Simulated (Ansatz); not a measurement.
C3H6NO (SMILES [CH2]N(C)C=O), doublet, geometry from GFN2-xTB, atoms displaced at random by about 0.08 Å a coordinate; R2SCAN/STO-3G, gradient (Ansatz, an electronic-structure program).

Ansatz was given this input:
Ansatz 0.2 input:
```yaml
crystal:
  periodic: [false, false, false]
  atoms:
    - {symbol: C, position_ang: [-0.72467034, -1.00780495, -0.78977105]}
    - {symbol: N, position_ang: [0.32539019, -0.24486326, 0.00718711]}
    - {symbol: C, position_ang: [1.49803391, -0.55759693, 0.07483866]}
    - {symbol: C, position_ang: [-0.16612186, 0.87336485, 0.60743944]}
    - {symbol: O, position_ang: [-1.39007086, 1.33403706, 0.31465396]}
    - {symbol: H, position_ang: [-0.28359374, -1.91867729, -1.25230459]}
    - {symbol: H, position_ang: [-1.48684957, -0.63354399, -1.04465136]}
    - {symbol: H, position_ang: [1.69977842, -1.50885430, 0.79357213]}
    - {symbol: H, position_ang: [2.11576813, 0.02463818, 0.81982819]}
    - {symbol: H, position_ang: [2.14020361, -0.78925898, -0.85588930]}
    - {symbol: H, position_ang: [0.54140654, 1.42694190, 1.07270105]}
basis:
  gaussian:
    orbitals: STO-3G
hamiltonian:
  xc: r2scan
magnetization: {spin_polarized: true, initial_magnetization: 1}
output: {forces: true}
```

Problem. Write the output that Ansatz gives for this input, abridged.

Solution. 
```
Functional definition: r2SCAN
434 factors; integrals over basis functions are off by at most 4.6e-5 eV
mean field evaluation 1: about -6645.8592 eV, gradient 2.3e1 eV
mean field evaluation 2: about -6588.3423 eV, gradient 9.0e1 eV
mean field evaluation 4: about -6649.2078 eV, gradient 2.7e0 eV
mean field evaluation 8: about -6649.1486 eV, gradient 2.0e-1 eV
mean field evaluation 16: about -6649.1492 eV, gradient 7.9e-4 eV
mean field -6649.14924149 eV, -244.3517276695 hartree, gradient 5.0e-5 eV, S^2 0.761426; 0 other end points of the search recorded, 0 dependent functions left out
the calculation of the forces begins
reference -6649.14924723 eV, -244.3517278806 hartree; 20, 19 occupied and 11, 12 virtual orbitals, 434 factors
Total energy: -6649.14924723 eV, -244.3517278806 hartree
Atom 0 at    -0.724670    -1.007805    -0.789771 Å, force    16.712218    -7.140751     5.286118 eV/Å
Atom 1 at     0.325390    -0.244863     0.007187 Å, force   -18.966091     1.667001    -4.375777 eV/Å
Atom 2 at     1.498034    -0.557597     0.074839 Å, force    20.534632    -8.819138     4.214854 eV/Å
Atom 3 at    -0.166122     0.873365     0.607439 Å, force    -9.761039     3.088160    -2.954574 eV/Å
Atom 4 at    -1.390071     1.334037     0.314654 Å, force     4.145982    -1.689915     1.644991 eV/Å
Atom 5 at    -0.283594    -1.918677    -1.252305 Å, force    -0.561694     0.703026     0.248647 eV/Å
Atom 6 at    -1.486850    -0.633544    -1.044651 Å, force   -13.376584     7.120163    -4.154079 eV/Å
Atom 7 at     1.699778    -1.508854     0.793572 Å, force    -0.710032     0.578242    -2.160785 eV/Å
Atom 8 at     2.115768     0.024638     0.819828 Å, force    -0.586467     1.233027    -1.531465 eV/Å
Atom 9 at     2.140204    -0.789259    -0.855889 Å, force    -1.123838     0.757158     1.018946 eV/Å
Atom 10 at     0.541407     1.426942     1.072701 Å, force     3.692911     2.503025     2.763124 eV/Å
Dipole moment:     0.454460    -0.267618    -0.045461 e Å
```
